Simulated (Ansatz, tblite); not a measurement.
Spin states of the cluster Si₃W⁻, each relaxed with PBE0-D4/def2-SVPD in Ansatz. Electronic energies in the gas phase.

In the def2 sets W takes a core potential; there is no spin–orbit coupling. The xTB rows come from tblite. B3LYP takes the VWN-RPA correlation. Correlated methods freeze 15 core orbitals; core or outer-core shells of W are correlated, in sets that lack core-valence functions. HOMO above LUMO, or a gap near zero within one spin, warns that the state may not be the lowest or that an electron is smeared out. Another isomer (doublet) lies 0.05 eV lower at r2SCAN-D4/def2-TZVPD.

Doublet geometry (Cs within 0.1 Å):

Cartesian coordinates in Å:
```
W 0.4876 1.0958 -0.2094
Si 1.3570 -0.9843 -0.5155
Si -0.4601 -0.0362 1.5413
Si -1.3845 -0.0753 -0.8164
```

Quartet geometry (Cs within 0.1 Å):

```xyz
4

W     0.049    1.242   -0.775
Si   -1.267    0.329    0.906
Si   -0.079   -1.251   -0.855
Si    1.297   -0.319    0.724
```

Run but left out: HF/def2-TZVPD, PBE-QIDH/def2-TZVPD, MP2/def2-TZVPD, CCSD/def2-TZVPD, CCSD(T)/def2-TZVPD (doublet: ⟨S²⟩ 1.01 to 2.07, where a pure state has 0.75); r2SCAN0-D4/def2-TZVPD (quartet: ⟨S²⟩ 4.10, where a pure state has 3.75).

Only these spin states were relaxed. Higher spins weren't run and may lie lower. The quartet has other bonds than the doublet, so the gap mixes isomer and spin.

```csv
level,quartet − doublet (kJ/mol),lowest of these,remarks
GFN2-xTB,2.1,doublet,–
PBE-D4/def2-TZVPD,118.2,doublet,"HOMO above zero (doublet), HOMO above zero (quartet), gap within one spin near zero (quartet)"
r2SCAN-D4/def2-TZVPD,98.4,doublet,"HOMO above zero (doublet), HOMO above zero (quartet), spin-contaminated (⟨S²⟩ 3.95) (quartet)"
B3LYP-D4/def2-TZVPD,121.7,doublet,"HOMO above zero (doublet), HOMO above zero (quartet)"
PBE0-D4/def2-TZVPD,99.6,doublet,"HOMO above zero (doublet), spin-contaminated (⟨S²⟩ 3.96) (quartet)"
BHLYP-D4/def2-TZVPD,94.5,doublet,spin-contaminated (⟨S²⟩ 4.01) (quartet)
ωB97X-V/def2-TZVPD,101.8,doublet,spin-contaminated (⟨S²⟩ 3.90) (quartet)
RPA@PBE/def2-TZVPD,122.2,doublet,–
```

| state | donor atoms | mean metal–ligand distance (Å) | range (Å) | Mulliken spin on the metal (PBE0) |
| --- | --- | --- | --- | --- |
| doublet | 3 | 2.285 | 2.28–2.29 | 0.62 |
| quartet | 3 | 2.439 | 2.32–2.50 | 3.05 |

⟨S²⟩ at PBE0-D4/def2-TZVPD: doublet 0.77 (pure 0.75), quartet 3.96 (pure 3.75).

Change of the quartet − doublet gap on mixing in exact exchange, in kJ/mol: PBE to PBE0 (25 % exact exchange) -18.7.

The xTB methods have no spin-polarisation term.
